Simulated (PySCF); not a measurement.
## Computed properties of 1-chloro-3-methylbuta-1,2-diene (C₅H₇Cl), SMILES C(C)(=C=CCl)C

C₅H₇Cl, SMILES CC(C)=C=CCl. Coordinates come from a r2SCAN-D4/def2-SVP optimisation. Other conformers were not sampled. All values are computed for the isolated molecule unless a solvent is named; none is compared with measurement here.

**Structure.** The optimised structure has Cs symmetry. All 33 harmonic modes at r2SCAN-D4/def2-SVP (PySCF) are real, so it is a minimum. With heavy atoms numbered as in [CH3:1][C:2]([CH3:3])=[C:4]=[CH:5][Cl:6], the shortest bond between them is C4–C5 at 1.308 Å and the longest C5–Cl6 at 1.760 Å.

**Vibrations.** The strongest infrared lines (harmonic, unscaled, degenerate partners summed) lie at 790 cm⁻¹ (66 km/mol, C 77 %, H 16 %), 3024 cm⁻¹ (43 km/mol, H 97 %), 727 cm⁻¹ (43 km/mol, C 82 %, Cl 9 %, H 9 %). The softest mode is at 108 cm⁻¹ and the zero-point energy is 64.5 kcal/mol.

**Electronic structure.** PBE0/def2-TZVP (PySCF) places the frontier levels at -7.13 and -0.45 eV, a gap of 6.68 eV, and gives a dipole moment of 2.57 D and a mean polarisability of 78.9 bohr³. PBE/def2-TZVP (PySCF) at the same geometry gives -5.94 and -1.44 eV, so its gap is 2.18 eV narrower. An orbital gap is neither the optical nor the fundamental gap.

**Excitations.** TDDFT-PBE0/def2-SVPD (PySCF) has S1 at 4.98 eV (249 nm, f = 0.000, dark); the most intense of the 10 singlets computed lies at 7.01 eV (f = 1.14). T1 (TDA) is at 4.06 eV. TDDFT-PBE/def2-SVPD (PySCF) puts S1 at 4.64 eV. No vertical singlet excitation falls in the visible range (under 3.1 eV).

**NMR.** GIAO shifts at B3LYP/pcSseg-1 (PySCF) (non-relativistic, atoms alike by connectivity averaged): ¹³C from 26.2 to 219.8 ppm against TMS; ¹H from 2.2 to 6.4 ppm against TMS. Without spin–orbit terms, shifts of atoms bonded to Cl or Br come out too high.

**Solvation.** SMD-ωB97X/6-31G* (PySCF) gives -0.2 kcal/mol in water, -4.8 kcal/mol in benzene, -4.5 kcal/mol in cyclohexanone (1 M in both phases, gas-phase geometry); of these solvents benzene holds the molecule best.
